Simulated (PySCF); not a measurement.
Simulated Si 2p region for `FC(F)(F)[SiH2]C(F)(F)F` (Si(CF3)2H2), binding energy against the vacuum level.

Every computed line was given a Gaussian of 0.6 eV full width at half maximum and an area set by the number of equivalent atoms (split 2:1 within a doublet); the highest printed point is 100. Computed with delta-SCF UKS SCAN, pcX-2 on the ionised atom, pcseg-1 elsewhere, spin-free X2C in PySCF 2.14.0.

binding energy (eV), intensity and a bar:
```
    107.5          0 
    107.6          1 
    107.7          4 #
    107.8         10 ###
    107.9         22 #######
    108.0         41 ############
    108.1         63 ###################
    108.2         85 ##########################
    108.3         99 ##############################
    108.4        100 ##############################
    108.5         90 ###########################
    108.6         76 #######################
    108.7         65 ####################
    108.8         59 ##################
    108.9         57 #################
    109.0         52 ################
    109.1         44 #############
    109.2         32 ##########
    109.3         21 ######
    109.4         11 ###
    109.5          5 ##
    109.6          2 #
    109.7          1 
    109.8          0
```

How many maxima does the curve show, and how many computed lines lie under it?

The curve has 1 maximum (at 108.4 eV). Under it lie 2 lines from 1 inequivalent silicon site, drawn as a 2p3/2, 2p1/2 pair. At this width some lines have no maximum of their own.

Decompose the envelope and assign each component. Bonds: Si1–C2, Si1–C6, C2–F3, C2–F4, C2–F5, C6–F7, C6–F8, C6–F9. Hydrogens: H10, H11 on Si1.

```
position (eV)  relative area      line  atoms                    environment
       108.34           0.67  Si 2p3/2    Si1  silicon bonded to 2 C and 2 H
       108.96           0.33  Si 2p1/2    Si1  silicon bonded to 2 C and 2 H
```

The curve has no shake-up lines and no vibrational structure. 2p3/2 and 2p1/2 are the ΔSCF energy of one spin-free 2p hole plus the eigenvalues of a spin–orbit and ligand-field matrix of the shell. 2p1/2 minus 2p3/2 (ligand field included): Si 0.62 eV. Geometry: PBE0-D3(BJ)/def2-SVP; no solvent, vibrations or thermal averaging.

On an Arm Neoverse V2 with one thread, shared host, this took 31 s wall and 0.63 GiB of memory at its peak.
